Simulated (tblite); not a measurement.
Species: C₄H₇Br₂ClSi.
Numbering: `[CH2:1]=[C:2]([CH3:3])[Si@@:4]([Cl:5])([Br:6])[CH2:7][Br:8]` (hydrogens: H9, H10 on C1; H11, H12, H13 on C3; H14, H15 on C7)

Computed with GFN2-xTB (tblite), gas phase: L-BFGS steps from a force-field or distance-geometry start until the largest atomic force falls under 0.01 eV/Å.

Step 15: E = -724.4973 eV
```
atom  x, y, z in Å  |  force x, y, z in eV/Å
C1     -1.7566    1.3604    0.2473   -0.024  -0.026   0.022
C2     -0.8362    0.4890   -0.1486    0.015   0.030  -0.021
C3     -1.1126   -0.5482   -1.1971   -0.023   0.024   0.001
Si4     0.9386    0.5822    0.4881    0.036   0.051   0.038
Cl5     2.0373    1.8661   -0.6481   -0.003  -0.012   0.000
Br6     0.9711    1.2669    2.5988   -0.019   0.023   0.005
C7      1.8643   -1.0853    0.4277   -0.040  -0.079   0.046
Br8     0.9752   -2.4516    1.5252    0.003   0.054  -0.060
H9     -1.5726    2.0940    1.0159    0.030  -0.014  -0.039
H10    -2.7492    1.3664   -0.1753   -0.001  -0.050   0.030
H11    -2.1127   -0.4278   -1.6044   -0.017   0.023  -0.020
H12    -1.0405   -1.5499   -0.7725    0.048   0.038   0.011
H13    -0.3882   -0.4666   -2.0077   -0.033  -0.039  -0.006
H14     2.8799   -1.0020    0.8111   -0.019  -0.015  -0.023
H15     1.8978   -1.4856   -0.5824    0.049  -0.008   0.016
```

Step 16: E = -724.4985 eV
```
atom  x, y, z in Å  |  force x, y, z in eV/Å
C1     -1.7565    1.3594    0.2489   -0.026  -0.032   0.022
C2     -0.8354    0.4898   -0.1499    0.027   0.036  -0.044
C3     -1.1142   -0.5476   -1.1992    0.000   0.027   0.027
Si4     0.9411    0.5822    0.4873   -0.009   0.085   0.013
Cl5     2.0470    1.8639   -0.6457   -0.013  -0.015   0.003
Br6     0.9696    1.2686    2.5977   -0.017   0.019   0.002
C7      1.8635   -1.0851    0.4264   -0.044  -0.074   0.053
Br8     0.9695   -2.4472    1.5230    0.003   0.038  -0.058
H9     -1.5737    2.0934    1.0179    0.031  -0.025  -0.047
H10    -2.7504    1.3615   -0.1713    0.006  -0.042   0.031
H11    -2.1161   -0.4283   -1.6046    0.018   0.016  -0.008
H12    -1.0381   -1.5473   -0.7700    0.024   0.032  -0.001
H13    -0.3898   -0.4709   -2.0111   -0.055  -0.019   0.011
H14     2.8769   -0.9999    0.8119    0.018  -0.024  -0.003
H15     1.9022   -1.4844   -0.5832    0.037  -0.021  -0.002
```

Question: Estimate the geometry and energy of step 17. (The exact step hangs on the optimiser's Hessian estimate; all steps are aligned on step 16, rigid shifts and turns removed.)

Answer: E = -724.4996 eV, largest force 0.093 eV/Å
```
atom  x, y, z in Å  |  force x, y, z in eV/Å
C1     -1.7568    1.3576    0.2509   -0.017  -0.035   0.015
C2     -0.8340    0.4916   -0.1521    0.034   0.036  -0.055
C3     -1.1159   -0.5466   -1.2008    0.022   0.023   0.040
Si4     0.9435    0.5836    0.4865   -0.041   0.082  -0.016
Cl5     2.0571    1.8614   -0.6432   -0.016  -0.011   0.001
Br6     0.9676    1.2706    2.5966   -0.016   0.017   0.004
C7      1.8619   -1.0859    0.4259   -0.028  -0.027   0.034
Br8     0.9636   -2.4420    1.5195   -0.010   0.002  -0.039
H9     -1.5742    2.0922    1.0193    0.031  -0.026  -0.043
H10    -2.7517    1.3557   -0.1666    0.003  -0.036   0.030
H11    -2.1193   -0.4287   -1.6048    0.046   0.010   0.009
H12    -1.0352   -1.5441   -0.7675   -0.002   0.021  -0.006
H13    -0.3924   -0.4757   -2.0145   -0.062   0.004   0.017
H14     2.8741   -0.9983    0.8127    0.039  -0.033   0.018
H15     1.9074   -1.4835   -0.5839    0.018  -0.028  -0.009
```

The energy changes by -0.0011 eV. The first-order estimate −F·Δx gives -0.0016 eV and the mean of the old and new forces, exact on a quadratic surface, -0.0011 eV. The step makes an angle of 69° with the force vector and moves no atom by more than 0.011 Å.

What follows is the cost of the whole relaxation. On Arm Neoverse N1, one thread, shared host with 64 logical CPUs at a one-minute load of 60, this took 2.2 s of wall time.
